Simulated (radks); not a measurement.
Ir I, configuration [Xe] 4f14 5d8 6s1 (not the ground configuration).

All-electron calculation, scalar-relativistic Kohn-Sham, PBEsol, spin-polarised, spherical densities, point nucleus; open shells are filled with parallel spins first (spin-orbit coupling, left out, can overturn this in heavy ions). Program: a radial shooting solver on a logarithmic mesh with Libxc functionals.

Energy parts (eV):
part                       energy
total                  -484976.42
kinetic                 539277.64
electron-nucleus      -1203907.56
Hartree                 188937.49
exchange-correlation     -9284.00

Orbitals (lengths in bohr, moments of r in powers of bohr; <r^-3> diverges for s and p1/2):
orbital  occ.  eigenvalue (eV)       <r^4>  <r^-3>      <r^2>   <1/r>
1s up       1        -76108.71   4.809e-07       -  0.0004195   92.22
1s down     1        -76108.69   4.809e-07       -  0.0004195   92.22
2s up       1        -13311.91  0.00007123       -   0.006418   21.60
2s down     1        -13311.80  0.00007123       -   0.006418   21.60
2p up       3        -11564.39  0.00005704   23040   0.005365   19.36
2p down     3        -11564.30  0.00005704   23040   0.005365   19.36
3s up       1        -3111.235    0.002593       -    0.04150   8.002
3s down     1        -3111.183    0.002593       -    0.04150   8.002
3p up       3        -2600.377    0.002825    5217    0.04246   7.336
3p down     3        -2600.321    0.002825    5217    0.04246   7.336
3d up       5        -2038.213    0.002174   657.3    0.03517   6.917
3d down     5        -2038.129    0.002174   657.3    0.03517   6.917
4s up       1        -661.2571     0.05923       -     0.2023   3.419
4s down     1        -661.1399     0.05923       -     0.2023   3.419
4p up       3        -493.7200     0.07916    1239     0.2309   3.094
4p down     3        -493.6057     0.07912    1239     0.2309   3.094
4d up       5        -288.1071      0.1122   135.3     0.2650   2.766
4d down     5        -287.9722      0.1120   135.3     0.2648   2.766
5s up       1         -95.7604       1.705       -      1.079   1.375
5s down     1         -94.9295       1.686       -      1.073   1.379
4f up       7         -59.5639      0.2687   24.97     0.3524   2.314
4f down     7         -59.3563      0.2646   25.02     0.3507   2.317
5p up       3         -52.7129       3.341   196.1      1.474   1.160
5p down     3         -51.6470       3.282   198.3      1.462   1.165
6s up       1          -6.1288       161.9       -      9.895  0.4316
5d up       5          -6.0129       32.20   9.940      3.891  0.7466
6s down     0          -4.7212       201.2       -      10.79  0.4175
5d down     3          -4.5521       35.22   10.11      3.955  0.7493

The highest occupied level is 5d down at -4.552 eV. The configuration is held as typed, so some empty levels lie below it. The density falls to 0.001 e/bohr^3 at r = 4.41 bohr.
